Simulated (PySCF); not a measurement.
Write Cartesian coordinates for `BP[SiH2]O[SiH3]` as optimised with PBE0-D3(BJ)/def2-SVP.

```xyz
13
BH8OPSi2 angstrom
B      2.9249    0.2705    0.3668
P      1.2401    0.9057   -0.0438
Si     0.0960   -0.7729   -0.9883
O     -1.5301   -0.4783   -0.9011
Si    -2.7107    0.1017    0.1171
H      3.8904    0.9824    0.2453
H      3.0154   -0.8193    0.8774
H      1.3735    1.9134   -1.0327
H      0.4346   -0.9433   -2.4273
H      0.4668   -1.9822   -0.1981
H     -3.9821    0.1769   -0.6539
H     -2.3379    1.4604    0.6119
H     -2.8818   -0.8159    1.2829
```

Any rigid rotation of these coordinates is as good. Atoms count from 1 in this order. Si3 (oxygen-bound silicon) is distorted tetrahedral (angles from 104.9° to 112.2°). Si5 (oxygen-bound silicon) is tetrahedral (angles from 107.9° to 110.2°). B1 (three-coordinate boron) is planar (angles 121.0°, 120.3° and 118.2°, sum 359.6°, 0.05 Å off the plane of its three neighbours). P2 (three-coordinate phosphorus) is pyramidal (angles 108.3°, 107.6° and 106.6°, sum 322.5°, 0.64 Å off the plane of its three neighbours).

Bonds between heavy atoms (Å): B1–P2 1.847, P2–Si3 2.240, Si3–O4 1.655, O4–Si5 1.663.

Method used: PBE0-D3(BJ)/def2-SVP geometry optimisation, gas phase (PySCF 2.14.0).

Point group: C1 (no symmetry element, even within 0.4 Å). No PBE0-D3(BJ)/def2-SVP frequencies stand behind this structure, so it isn't proved a minimum. One conformer, not necessarily the lowest (H–B1–P2–Si3 143° and -44°, B1–P2–Si3–O4 160°, P2–Si3–O4–Si5 -41°).

On AMD EPYC 9R45, one thread, shared host with 96 logical CPUs at a one-minute load of 33, this took 25 s and 0.61 GiB of memory at its peak. These figures are those of the optimisation.
